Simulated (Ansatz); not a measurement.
Ansatz (an electronic-structure program) input (CCSD(T)/aug-cc-pV(D+d)Z):
A basis named .json is the Basis Set Exchange file of that set.

Ansatz 0.2 input:
```yaml
crystal:
  periodic: [false, false, false]
  atoms:
    - {symbol: Si, position_ang: [-0.02311044, -0.07051509, 0.21210089]}
    - {symbol: C, position_ang: [1.78261183, 0.28534933, -0.34096062]}
    - {symbol: C, position_ang: [-0.65896458, -1.28954611, -1.13058385]}
    - {symbol: C, position_ang: [-0.94015369, 1.56407654, -0.21250634]}
    - {symbol: O, position_ang: [-0.18402601, -0.56150437, 1.68893744]}
    - {symbol: H, position_ang: [1.84838210, 0.62646792, -1.38110141]}
    - {symbol: H, position_ang: [2.39461966, -0.61710297, -0.24170990]}
    - {symbol: H, position_ang: [2.22983321, 1.05521769, 0.29631498]}
    - {symbol: H, position_ang: [-0.52666235, -0.90551225, -2.14920773]}
    - {symbol: H, position_ang: [-1.72412822, -1.49521481, -0.98242437]}
    - {symbol: H, position_ang: [-0.12849433, -2.24459277, -1.05770297]}
    - {symbol: H, position_ang: [-2.01470777, 1.45370590, -0.03368723]}
    - {symbol: H, position_ang: [-0.80018917, 1.87035034, -1.25614745]}
    - {symbol: H, position_ang: [-0.58386033, 2.37664859, 0.42905905]}
basis:
  gaussian:
    orbitals: aug-cc-pV_D+d_Z.json
total_charge: -1
magnetization: {spin_polarized: false}
correlation: {method: ccsd_t, electrons: outside_noble_gas}
output: {forces: true}
```

End of the output:

```
Atom 0 at    -0.023110    -0.070515     0.212101 Å, force     0.107565     0.328204    -0.987198 eV/Å
Atom 1 at     1.782612     0.285349    -0.340961 Å, force    -0.370315    -0.059715     0.072188 eV/Å
Atom 2 at    -0.658965    -1.289546    -1.130584 Å, force     0.136685     0.267316     0.236156 eV/Å
Atom 3 at    -0.940154     1.564077    -0.212506 Å, force     0.195074    -0.325246     0.045515 eV/Å
Atom 4 at    -0.184026    -0.561504     1.688937 Å, force    -0.134265    -0.409672     1.232243 eV/Å
Atom 5 at     1.848382     0.626468    -1.381101 Å, force     0.031401     0.156356    -0.476379 eV/Å
Atom 6 at     2.394620    -0.617103    -0.241710 Å, force     0.288262    -0.418575     0.046105 eV/Å
Atom 7 at     2.229833     1.055218     0.296315 Å, force     0.211758     0.357818     0.295889 eV/Å
Atom 8 at    -0.526662    -0.905512    -2.149208 Å, force     0.060084     0.174858    -0.467102 eV/Å
Atom 9 at    -1.724128    -1.495215    -0.982424 Å, force    -0.496165    -0.098816     0.066942 eV/Å
Atom 10 at    -0.128494    -2.244593    -1.057703 Å, force     0.244625    -0.446722     0.031993 eV/Å
Atom 11 at    -2.014708     1.453706    -0.033687 Å, force    -0.501191    -0.047814     0.083350 eV/Å
Atom 12 at    -0.800189     1.870350    -1.256147 Å, force     0.063387     0.141334    -0.477888 eV/Å
Atom 13 at    -0.583860     2.376649     0.429059 Å, force     0.163096     0.380672     0.298185 eV/Å
Dipole moment:     0.098374     0.300160    -0.902845 e Å
```

It need not be the lowest isomer of its formula. Whether it binds its extra electron was not tested at this geometry.
